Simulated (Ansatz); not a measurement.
Species: H4OSi, SMILES `O[SiH3]` (charge 0, multiplicity 1), formula H₄OSi.

### Question
How many basis functions does frozen-core CCSD(T)/cc-pVTZ // B3LYP-D3(BJ)/def2-TZVP run with Ansatz (a first-principles code) use, how many core orbitals are frozen, and how many electrons are correlated?

### Answer
120 basis functions and 6 frozen orbitals, which leaves 14 correlated electrons. Core time is of the order of seconds.
